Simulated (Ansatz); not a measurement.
Breaking the C1–H4 bond in dimethyl selenide (SMILES C[Se]C) (multiplicity 1 held, fragments rigid). Energies count from the point at 1.088 Å.
Geometry at that point (charge 0, multiplicity 1):
```csv
atom,x (Å),y (Å),z (Å)
C,1.4414,-0.2539,0.8300
Se,0.0135,0.1222,-0.4606
C,-1.4883,-0.1695,0.7664
H,1.3560,-1.2746,1.1969
H,2.3854,-0.1353,0.3023
H,1.3958,0.4525,1.6562
H,-1.4777,-1.1930,1.1354
H,-2.4001,0.0025,0.1984
H,-1.4379,0.5341,1.5947
```

Signs of static correlation in cc-pVDZ, with CASSCF(2,2), from Ansatz (a program for electronic structure) runs.

```tsv
R (Å)	T1 of restricted CCSD	⟨S²⟩ of UHF	largest double amplitude of restricted CCSD	weight of the CASSCF reference in MRCISD	CASSCF natural occupations
0.870	0.008	0.000	0.039	0.873	1.99 0.01
0.979	0.008	0.000	0.040	0.872	1.99 0.01
1.088	0.008	0.000	0.040	0.872	1.98 0.02
1.197	0.008	0.000	0.038	0.872	1.98 0.02
1.306	0.009	0.000	0.035	0.871	1.97 0.03
1.469	0.010	0.000	0.040	0.871	1.94 0.06
1.632	0.011	0.000	0.053	0.871	1.91 0.09
1.904	0.015	0.555	0.085	0.871	1.83 0.17
2.176	0.022	0.810	0.176	0.870	1.71 0.29
2.502	0.032	0.936	?	0.870	1.54 0.46
2.938	0.048	0.994	?	0.870	1.32 0.68
3.482	0.064	1.012	0.723	0.870	1.15 0.85
```

Q: What belongs in the gaps?

A: 
- 2.502, largest double amplitude of restricted CCSD: 0.340
- 2.938, largest double amplitude of restricted CCSD: 0.539

Doubts at one or more of the structures used: a restricted determinant that unrestricted orbitals would lower (R-CCSD(T)/cc-pVDZ); other coupled-cluster roots lie near (R-CCSD(T)/cc-pVDZ); T1 above 0.05 (R-CCSD(T)/cc-pVDZ, U-CCSD(T)/cc-pVDZ); a spin-contaminated determinant (U-CCSD(T)/cc-pVDZ).
